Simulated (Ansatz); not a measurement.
Geometry optimisation, RKS PBE0-D4/6-31G in Ansatz.

The input (input.yaml):

```yaml
crystal:
  periodic: [false, false, false]
  atoms:
    - { symbol: C, position_ang: [-0.1483, -1.6966, -0.4133] }
    - { symbol: C, position_ang: [0.6891, -0.4678, -0.2404] }
    - { symbol: F, position_ang: [1.9237, -0.6215, -0.8244] }
    - { symbol: C, position_ang: [0.7668, 0.2541, 1.0673] }
    - { symbol: Si, position_ang: [-0.0163, 1.2158, -0.3986] }
    - { symbol: S, position_ang: [-2.0903, 1.4779, 0.0227] }
    - { symbol: H, position_ang: [0.3437, -2.5483, -0.0637] }
    - { symbol: H, position_ang: [-0.382, -1.7833, -1.4936] }
    - { symbol: H, position_ang: [-1.1392, -1.5611, 0.1635] }
    - { symbol: H, position_ang: [1.634, 0.6347, 1.4609] }
    - { symbol: H, position_ang: [-0.0393, -0.03, 1.8477] }
    - { symbol: H, position_ang: [0.7927, 2.484, -0.4058] }
    - { symbol: H, position_ang: [-2.55924, 0.29875, -0.47669] }
basis:
  gaussian: { orbitals: "6-31G" }
hamiltonian:
  xc: pbe0
  dispersion: d4
relax:
  f_tol: 0.015
  max_steps: 40
```

Run as:

```bash
$ ansatz run input.yaml --threads 1 --pin off --max-ram 2048MiB --backend cpu --events-out ev --progress --plain --runs-dir out
```

Task: Where does it end, and by what steps?

Result: It converged. Limits of this set-up: no polarisation functions. After 13 steps the energy has fallen by 0.965 eV; H13 moved furthest, 1.18 Å.

| step | energy less start (eV) | largest force component (eV/Å) | accepted |
| --- | --- | --- | --- |
| 0 | 0.0000 | 4.222 | yes |
| 1 | -0.7286 | 1.381 | yes |
| 2 | -0.8825 | 0.357 | yes |
| 3 | -0.9030 | 0.363 | yes |
| 4 | -0.9130 | 0.353 | yes |
| 5 | -0.9242 | 0.253 | yes |
| 6 | -0.9423 | 0.172 | yes |
| 7 | -0.9523 | 0.127 | yes |
| 8 | -0.9595 | 0.259 | yes |
| 9 | -0.9633 | 0.115 | yes |
| 10 | -0.9643 | 0.066 | yes |
| 11 | -0.9652 | 0.032 | yes |
| 12 | -0.9652 | 0.052 | no |
| 13 | -0.9654 | 0.012 | yes |

```xyz
13
Properties=species:S:1:pos:R:3
C -0.078 -1.783 -0.338
C 0.661 -0.490 -0.205
F 1.905 -0.533 -0.905
C 0.785 0.191 1.154
Si -0.153 1.247 -0.125
S -2.341 1.377 0.202
H 0.483 -2.593 0.145
H -0.222 -2.036 -1.392
H -1.061 -1.711 0.137
H 1.784 0.532 1.416
H 0.249 -0.267 1.982
H 0.517 2.439 -0.720
H -2.754 1.283 -1.107
```

Whether the end is a true minimum wasn't checked by a vibrational analysis.

Run time: 3.1 min on 1 thread of Intel(R) Xeon(R) Processor @ 2.50GHz (Skylake/Cascade Lake), with other jobs on the host, peak memory 0.23 GiB.
